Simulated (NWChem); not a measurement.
System: C2H2I2; SMILES C=C(I)I

The following NWChem deck was run.

```
start job
memory heap 200 mb stack 900 mb global 1100 mb
geometry units angstroms noautoz
  C      0.000000     0.000000    -2.215063
  C      0.000000     0.000000    -0.883691
  I     -1.785248     0.000000     0.221834
  I      1.785248     0.000000     0.221834
  H      0.938139     0.000000    -2.776497
  H     -0.938139     0.000000    -2.776497
end
basis spherical
  * library def2-svp
end
ecp
  I library def2-ecp
end
dft
  xc mpw1k
  iterations 150
  mulliken
end
task dft energy
```

All runs use the structure optimised with PBE0/def2-SVP. def2 effective core potentials on I; no spin-orbit coupling.

Task: What results follow from this input? (MPW1K/def2-SVP with def2 effective core potentials on I.) Quantities: energy (Ha); highest occupied level (eV); orbital gap (eV); dipole (D).

Result: 
- energy (Ha): -672.94
- highest occupied level (eV): -7.91
- orbital gap (eV): 6.78
- dipole (D): 1.12
